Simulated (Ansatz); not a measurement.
Gas-phase electronic energies from Ansatz, PBE0-D4/def2-TZVP geometries. CCSD(T)/CBS adds triple-zeta CCSD(T) − MP2 to the extrapolated MP2 energy (def2 sets, frozen cores). This one scheme is used for every species. Functionals use def2-TZVPP. B3LYP here is the variant with VWN-RPA as its local correlation; programs differ in this. HSE06 is defined as in plane-wave codes. def2 core potentials past Kr. For Te outer-core shells are correlated without core-valence functions, which leaves a few kJ/mol of doubt a bond. One conformer a species, not always the lowest.

Reaction (formal hydrolysis of a B–Te bond): `CB[TeH]` + H₂O → `CBO` + H₂Te

```json
{"level": "LDA (SPW92)", "ΔE (kJ/mol)": "-74.0", "difference from CCSD(T)/CBS": "-12.0"}
{"level": "PBE-D4", "ΔE (kJ/mol)": "-64.3", "difference from CCSD(T)/CBS": "-2.3"}
{"level": "revPBE-D4", "ΔE (kJ/mol)": "-61.5", "difference from CCSD(T)/CBS": "0.5"}
{"level": "BLYP-D4", "ΔE (kJ/mol)": "-74.3", "difference from CCSD(T)/CBS": "-12.3"}
{"level": "r2SCAN-D4", "ΔE (kJ/mol)": "-70.9", "difference from CCSD(T)/CBS": "-8.9"}
{"level": "B97M-V", "ΔE (kJ/mol)": "-79.6", "difference from CCSD(T)/CBS": "-17.6"}
{"level": "PBE0-D4", "ΔE (kJ/mol)": "-66.4", "difference from CCSD(T)/CBS": "-4.4"}
{"level": "B3LYP-D4", "ΔE (kJ/mol)": "-76.1", "difference from CCSD(T)/CBS": "-14.1"}
{"level": "r2SCANh-D4", "ΔE (kJ/mol)": "-71.0", "difference from CCSD(T)/CBS": "-9.0"}
{"level": "r2SCAN0-D4", "ΔE (kJ/mol)": "-71.2", "difference from CCSD(T)/CBS": "-9.2"}
{"level": "ωB97X-V", "ΔE (kJ/mol)": "-77.8", "difference from CCSD(T)/CBS": "-15.8"}
{"level": "ωB97M-V", "ΔE (kJ/mol)": "-78.8", "difference from CCSD(T)/CBS": "-16.8"}
{"level": "B2PLYP", "ΔE (kJ/mol)": "-76.7", "difference from CCSD(T)/CBS": "-14.7"}
{"level": "PBE-QIDH", "ΔE (kJ/mol)": "-67.4", "difference from CCSD(T)/CBS": "-5.4"}
{"level": "PBE", "ΔE (kJ/mol)": "-68.3", "difference from CCSD(T)/CBS": "-6.3"}
{"level": "revPBE", "ΔE (kJ/mol)": "-67.0", "difference from CCSD(T)/CBS": "-5.0"}
{"level": "BLYP", "ΔE (kJ/mol)": "-82.1", "difference from CCSD(T)/CBS": "-20.1"}
{"level": "r2SCAN", "ΔE (kJ/mol)": "-71.8", "difference from CCSD(T)/CBS": "-9.8"}
{"level": "PBE0", "ΔE (kJ/mol)": "-70.0", "difference from CCSD(T)/CBS": "-8.0"}
{"level": "B3LYP", "ΔE (kJ/mol)": "-82.7", "difference from CCSD(T)/CBS": "-20.7"}
{"level": "r2SCAN0", "ΔE (kJ/mol)": "-72.4", "difference from CCSD(T)/CBS": "-10.4"}
{"level": "HSE06", "ΔE (kJ/mol)": "-69.6", "difference from CCSD(T)/CBS": "-7.6"}
{"level": "BHLYP", "ΔE (kJ/mol)": "-86.4", "difference from CCSD(T)/CBS": "-24.4"}
{"level": "CAM-B3LYP", "ΔE (kJ/mol)": "-89.6", "difference from CCSD(T)/CBS": "-27.6"}
{"level": "LC-ωPBE", "ΔE (kJ/mol)": "-79.1", "difference from CCSD(T)/CBS": "-17.1"}
{"level": "RPA@PBE/def2-TZVPP", "ΔE (kJ/mol)": "-70.4", "difference from CCSD(T)/CBS": "-8.4"}
{"level": "HF/def2-SVP", "ΔE (kJ/mol)": "-106.2", "difference from CCSD(T)/CBS": "-44.2"}
{"level": "MP2/def2-SVP", "ΔE (kJ/mol)": "-95.6", "difference from CCSD(T)/CBS": "-33.6"}
{"level": "CCSD/def2-SVP", "ΔE (kJ/mol)": "-100.2", "difference from CCSD(T)/CBS": "-38.2"}
{"level": "CCSD(T)/def2-SVP", "ΔE (kJ/mol)": "-98.1", "difference from CCSD(T)/CBS": "-36.1"}
{"level": "HF/def2-TZVPP", "ΔE (kJ/mol)": "-92.0", "difference from CCSD(T)/CBS": "-30.0"}
{"level": "MP2/def2-TZVPP", "ΔE (kJ/mol)": "-62.4", "difference from CCSD(T)/CBS": "-0.4"}
{"level": "SCS-MP2/def2-TZVPP", "ΔE (kJ/mol)": "-70.3", "difference from CCSD(T)/CBS": "-8.3"}
{"level": "CCSD/def2-TZVPP", "ΔE (kJ/mol)": "-73.9", "difference from CCSD(T)/CBS": "-11.9"}
{"level": "CCSD(T)/def2-TZVPP", "ΔE (kJ/mol)": "-69.7", "difference from CCSD(T)/CBS": "-7.7"}
{"level": "HF/def2-QZVPP", "ΔE (kJ/mol)": "-92.0", "difference from CCSD(T)/CBS": "-30.0"}
{"level": "MP2/def2-QZVPP", "ΔE (kJ/mol)": "-58.0", "difference from CCSD(T)/CBS": "4.0"}
{"level": "HF/CBS(def2)", "ΔE (kJ/mol)": "-92.0", "difference from CCSD(T)/CBS": "-30.0"}
{"level": "MP2/CBS(def2)", "ΔE (kJ/mol)": "-54.8", "difference from CCSD(T)/CBS": "7.2"}
{"level": "CCSD/CBS(def2)", "ΔE (kJ/mol)": "-66.3", "difference from CCSD(T)/CBS": "-4.3"}
{"level": "CCSD(T)/CBS", "ΔE (kJ/mol)": "-62.0", "difference from CCSD(T)/CBS": "0"}
```

Largest T1 diagnostic among the species: 0.013.

In def2-TZVPP, CCSD(T) changes the Hartree–Fock value by +22.4 kJ/mol (the triples alone add +4.3 kJ/mol) and MP2 by +29.6 kJ/mol. From BLYP to BHLYP (50 % exact exchange), in def2-TZVPP and without D4, ΔE moves by −4.3 kJ/mol. The D4 term adds +6.6 kJ/mol with B3LYP and +3.6 kJ/mol with PBE0; it sums over pairs of atoms, weighted by their polarisabilities, and B3LYP, whose exchange is more repulsive, gets the larger term.
